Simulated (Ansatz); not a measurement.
Basis-set extrapolation for CH5AlOS, SMILES `[CH3][Al]([OH])[SH]` (PBE0-D4/def2-TZVP geometry, frozen core, Ansatz 0.2.0). Multiplicity 1, RHF reference.

|  | def2-TZVPP | def2-QZVPP |
| --- | --- | --- |
| HF | -755.283619 | -755.307726 |
| MP2 correlation | -0.676054 | -0.729482 |
| CCSD(T) correlation | -0.742305 | not run |

Energies in hartree. Use E(X) = E(∞) + A·exp(−7.88·√X) for Hartree–Fock and E(X) = E(∞) + B·X^(−2.97) for correlation, with X = 3 and 4, and add CCSD(T) minus MP2 of the smaller set to the MP2 limit.

Task: What is the CCSD(T) energy at the basis-set limit?

Result: HF limit: -755.307726 + (-0.024107) × 0.13774 = -755.31105. MP2 limit: -0.729482 + (-0.053428) × 0.74074 = -0.76906. Higher-order term: -0.742305 − (-0.676054) = -0.06625. Total: -756.14636 hartree, 316.2 kJ/mol below CCSD(T)/def2-TZVPP.
